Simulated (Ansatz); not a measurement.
# Which isomer of BrClFGaH2Si gives these data?

These gas-phase data were calculated for one isomer of BrClFGaH2Si at B3LYP-D3(BJ)/def2-SVP (harmonic, unscaled wavenumbers; equilibrium rotational constants with average atomic masses):

| Quantity | Value |
| --- | --- |
| rotational constants | 1.975, 0.5954, 0.5071 GHz |
| all wavenumbers above 1500 cm⁻¹ | 2252, 1978 |
| dipole moment | 0.82 D (PBE0/def2-TZVPD) |

Candidates:

(1) `F[Si@H](Br)[GaH][Cl]`, a singlet
(2) `F[SiH2][Ga]([Cl])[Br]`, a singlet

Q: Assign the data to one candidate and say why.

A: Candidate (1). The band at 1978 cm⁻¹ lies where the Ga–H stretch is expected; (2) has no mode between 1700 and 2150 cm⁻¹.

The same quantities for all candidates:

|  | rotational constants (GHz) | wavenumbers above 1500 cm⁻¹ | dipole (D) | E above the lowest, B3LYP-D3(BJ)/def2-SVP (kcal/mol) |
| --- | --- | --- | --- | --- |
| (1) | 1.975, 0.5954, 0.5071 | 2252, 1978 | 0.82 | 9.6 |
| (2) | 1.718, 0.7509, 0.5258 | 2248, 2234 | 2.33 | 0.0 |

Harmonic stretches to hydrogen usually lie a few per cent above observed fundamentals. Each candidate is one conformer. Programs: Ansatz 0.2.0.
